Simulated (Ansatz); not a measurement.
A nudged elastic band was laid between two geometries of F3HSi + H3N (9 atoms, charge 0, multiplicity 1).

Theory: UKS B3LYP-D4/def2-SVP in Ansatz 0.2.0.

```yaml
movable_images: 5
climbing_image: yes
spring: 5.0 eV/Å²
optimiser: quadratic models (default)
start_path: through a guess of the saddle point
force_threshold: 0.05 eV/Å
iteration_limit: 60
end_points: relaxed
```

First end point:

```xyz
9
Properties=species:S:1:pos:R:3
Si -0.867 -0.976 -0.350
H 0.410 -1.688 -0.294
F -2.039 -1.991 -0.759
F -1.264 -0.339 1.070
F -0.853 0.199 -1.446
H 1.858 0.553 0.454
N 1.313 1.413 0.515
H 0.573 1.264 1.200
H 0.868 1.565 -0.389
```

Last end point:

```xyz
9
Properties=species:S:1:pos:R:3
Si -1.227 0.030 -0.294
H 2.709 -1.418 0.931
F -1.096 -1.187 -1.329
F -1.729 -0.502 1.132
F -2.416 0.950 -0.865
H 2.118 -0.994 0.701
N 0.266 0.795 -0.108
H 0.495 1.329 0.723
H 0.880 0.998 -0.889
```

Question: Which bonds break or form, and what moves?

Answer: Bonds broken: Si1–H2, H6–N7. Bonds formed: Si1–N7, H2–H6. F3HSi + H3N becomes F3H2NSi + H2.

Question: Give the energies along the band, and the barrier.

Answer: The forces met the threshold. The highest image is number 3 of 0 to 6, 155.8 kJ/mol above the first end and 194.8 kJ/mol above the last; the last end lies 39.0 kJ/mol below the first. Neighbouring images differ by up to 1.8 eV, so the band resolves the path poorly. A vibrational analysis at the climbing image gives one clearly imaginary mode, 1469i cm⁻¹: a first-order saddle point. The orbitals were unrestricted but ended closed-shell.

| image | path coordinate (Å) | energy (kJ/mol) | Si1–H2 (Å) | H6–N7 (Å) | Si1–N7 (Å) |
| --- | --- | --- | --- | --- | --- |
| 0 | 0.00 | 0.0 | 1.46 | 1.02 | 3.35 |
| 1 | 1.22 | 10.4 | 1.46 | 1.02 | 3.18 |
| 2 | 2.45 | 22.1 | 1.50 | 1.02 | 2.10 |
| 3 | 3.67 | 155.8 | 1.77 | 1.28 | 1.85 |
| 4 | 4.77 | -17.2 | 2.69 | 2.20 | 1.69 |
| 5 | 5.87 | -38.0 | 3.74 | 2.70 | 1.69 |
| 6 | 6.97 | -39.0 | 4.37 | 2.70 | 1.69 |

Question: What is the geometry of the highest image?

Answer: 
```xyz
9
Properties=species:S:1:pos:R:3:forces:R:3
Si -0.648 -0.387 -0.109 0.02 -0.01 0.01
H 0.694 -1.345 0.542 -0.01 -0.01 0.00
F -0.582 -1.368 -1.389 0.00 0.00 -0.01
F -1.419 -0.745 1.264 0.00 0.00 0.01
F -1.741 0.670 -0.700 -0.01 0.00 -0.01
H 1.145 -0.365 0.428 0.00 0.01 0.00
N 0.771 0.796 0.045 0.00 0.01 0.00
H 0.661 1.536 0.745 0.00 0.00 0.00
H 1.118 1.208 -0.826 0.00 0.00 0.00
```

The run took 2.6 min on 2 threads of Intel(R) Xeon(R) Platinum 8375C CPU @ 2.90GHz (Ice Lake) (shared host), peak memory 0.28 GiB.
